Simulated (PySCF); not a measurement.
# C7H9O2: g tensor and hyperfine couplings

C7H9O2 (doublet state).
Atom-mapped SMILES: `[CH2:1]=[CH:2][C:3]1[C@@H:4]([CH3:5])[C@@H:6]1[O:7][CH:8]=[O:9]` (hydrogens: H10, H11 on C1; H12 on C2; H13 on C4; H14, H15, H16 on C5; H17 on C6; H18 on C8)

Structure used (GFN2-xTB), in Å, numbered top down from 1:
```xyz
18
C7H9O2 angstrom
C      2.4948   -1.4764   -0.5955
C      2.0532   -0.2749   -0.1056
C      0.7445    0.1106   -0.0851
C     -0.2706    1.1061    0.2527
C     -0.4248    2.3876   -0.5384
C     -0.6445   -0.2227   -0.3869
O     -1.3095   -1.1847    0.4278
C     -2.3366   -1.8202   -0.0957
O     -2.7815   -1.6987   -1.1999
H      1.8045   -2.1941   -1.0012
H      3.5382   -1.7307   -0.5919
H      2.7778    0.4289    0.2882
H     -0.5188    1.2119    1.3058
H     -0.1886    2.2143   -1.5852
H      0.2490    3.1495   -0.1523
H     -1.4456    2.7567   -0.4656
H     -1.0090   -0.2441   -1.4105
H     -2.7413   -2.5129    0.6629
```

The hyperfine couplings belong to this conformer and change with its torsions.

Method: UKS B3LYP, pcH-1 on C H O, non-relativistic, mean-field spin-orbit, GIAO in PySCF. One conformer (not necessarily the lowest) at the GFN2-xTB geometry, without solvent, vibrations or thermal averaging. The geometry wasn't refined by DFT: couplings that depend on bond lengths, twists or pyramidal angles can differ widely from those at the functional's own minimum. No stability test was run, so a lower SCF solution isn't excluded. ⟨S²⟩ is 0.776 where a pure state has 0.75.

| Quantity | Value |
| --- | --- |
| g1, g2, g3 | 2.00216, 2.00270, 2.00281 |
| g_iso | 2.00256 |
| Form of g | rhombic: the two nearest values differ by 17 % of g3 − g1 |
| ⟨S²⟩ | 0.7756 (exact 0.7500) |
| α and β electrons | 34, 33 |
| Total energy | -422.53551 Eh |
| Basis functions | 315 |

Isotropic coupling and dipolar principal values T1 to T3, in MHz; ρ(0) is the spin density at the nucleus:

```json
{"atom": "C1", "isotope": "13C", "a_iso": "54.3", "T1": "-50.8", "T2": "-49.1", "T3": "100.0", "Mulliken spin population": "0.67", "ρ(0) (bohr⁻³)": "0.0483"}
{"atom": "C2", "isotope": "13C", "a_iso": "-47.3", "T1": "-28.6", "T2": "11.4", "T3": "17.2", "Mulliken spin population": "-0.25", "ρ(0) (bohr⁻³)": "-0.0421"}
{"atom": "C3", "isotope": "13C", "a_iso": "63.6", "T1": "-53.3", "T2": "-48.9", "T3": "102.2", "Mulliken spin population": "0.61", "ρ(0) (bohr⁻³)": "0.0565"}
{"atom": "C4", "isotope": "13C", "a_iso": "-20.6", "T1": "-3.1", "T2": "0.2", "T3": "2.8", "Mulliken spin population": "-0.04", "ρ(0) (bohr⁻³)": "-0.0184"}
{"atom": "C5", "isotope": "13C", "a_iso": "35.4", "T1": "-3.2", "T2": "-2.9", "T3": "6.1", "Mulliken spin population": "0.03", "ρ(0) (bohr⁻³)": "0.0315"}
{"atom": "C6", "isotope": "13C", "a_iso": "-11.1", "T1": "-2.8", "T2": "-1.0", "T3": "3.8", "Mulliken spin population": "-0.03", "ρ(0) (bohr⁻³)": "-0.0099"}
{"atom": "O7", "isotope": "17O", "a_iso": "-14.5", "T1": "-6.1", "T2": "3.0", "T3": "3.1", "Mulliken spin population": "0.01", "ρ(0) (bohr⁻³)": "0.0240"}
{"atom": "C8", "isotope": "13C", "a_iso": "-1.2", "T1": "-0.5", "T2": "-0.3", "T3": "0.8", "Mulliken spin population": "0.00", "ρ(0) (bohr⁻³)": "-0.0011"}
{"atom": "O9", "isotope": "17O", "a_iso": "-0.7", "T1": "-2.1", "T2": "0.9", "T3": "1.2", "Mulliken spin population": "0.00", "ρ(0) (bohr⁻³)": "0.0012"}
{"atom": "H10", "isotope": "1H", "a_iso": "-39.6", "T1": "-21.2", "T2": "-1.8", "T3": "23.0", "Mulliken spin population": "-0.03", "ρ(0) (bohr⁻³)": "-0.0089"}
{"atom": "H11", "isotope": "1H", "a_iso": "-41.4", "T1": "-24.8", "T2": "-0.4", "T3": "25.2", "Mulliken spin population": "-0.03", "ρ(0) (bohr⁻³)": "-0.0093"}
{"atom": "H12", "isotope": "1H", "a_iso": "12.1", "T1": "-5.1", "T2": "-1.4", "T3": "6.5", "Mulliken spin population": "0.01", "ρ(0) (bohr⁻³)": "0.0027"}
{"atom": "H13", "isotope": "1H", "a_iso": "72.9", "T1": "-3.5", "T2": "-2.0", "T3": "5.5", "Mulliken spin population": "0.03", "ρ(0) (bohr⁻³)": "0.0163"}
{"atom": "H14", "isotope": "1H", "a_iso": "-2.5", "T1": "-3.4", "T2": "-1.1", "T3": "4.5", "Mulliken spin population": "0.00", "ρ(0) (bohr⁻³)": "-0.0006"}
{"atom": "H15", "isotope": "1H", "a_iso": "-2.2", "T1": "-2.2", "T2": "-1.4", "T3": "3.6", "Mulliken spin population": "0.00", "ρ(0) (bohr⁻³)": "-0.0005"}
{"atom": "H16", "isotope": "1H", "a_iso": "1.1", "T1": "-2.0", "T2": "-1.2", "T3": "3.2", "Mulliken spin population": "0.00", "ρ(0) (bohr⁻³)": "0.0002"}
{"atom": "H17", "isotope": "1H", "a_iso": "40.8", "T1": "-3.0", "T2": "-2.0", "T3": "5.0", "Mulliken spin population": "0.02", "ρ(0) (bohr⁻³)": "0.0091"}
{"atom": "H18", "isotope": "1H", "a_iso": "6.2", "T1": "-0.7", "T2": "-0.6", "T3": "1.3", "Mulliken spin population": "0.00", "ρ(0) (bohr⁻³)": "0.0014"}
```

The largest Mulliken spin populations are on C1 (+0.67), C3 (+0.61) and C2 (-0.25). The positive populations add up to 1.38 and the negative ones to -0.38, together 2S = 1. The angles at C1 add up to 360.0°, so it is planar; its axial dipolar tensor and the negative couplings of its protons fit spin in a p orbital normal to that plane.

Axes: g3 points within 2° of the C1–H11 bond.

Under fast tumbling the dipolar parts average out, and these isotropic splittings remain (the largest six): 1 × 1H (H13, I = 1/2, 2 lines) with 2.60 mT, 1 × 1H (H11, I = 1/2, 2 lines) with 1.48 mT, 1 × 1H (H17, I = 1/2, 2 lines) with 1.46 mT, 1 × 1H (H10, I = 1/2, 2 lines) with 1.41 mT, 1 × 1H (H12, I = 1/2, 2 lines) with 0.43 mT and 1 × 1H (H18, I = 1/2, 2 lines) with 0.22 mT.

Means are taken over nuclei equivalent by connectivity, which assumes that they swap fast.

The 13C coupling of C3 (63.6 MHz) shows only in satellite lines or after enrichment, since that isotope makes up about 1.07 % of natural carbon.

The 17O coupling of O7 (-14.5 MHz) shows only in satellite lines or after enrichment, since that isotope makes up about 0.038 % of natural oxygen.

Examples of negative spin density at the nucleus (bohr⁻³): C2 (-0.0421), C4 (-0.0184) and C6 (-0.0099).
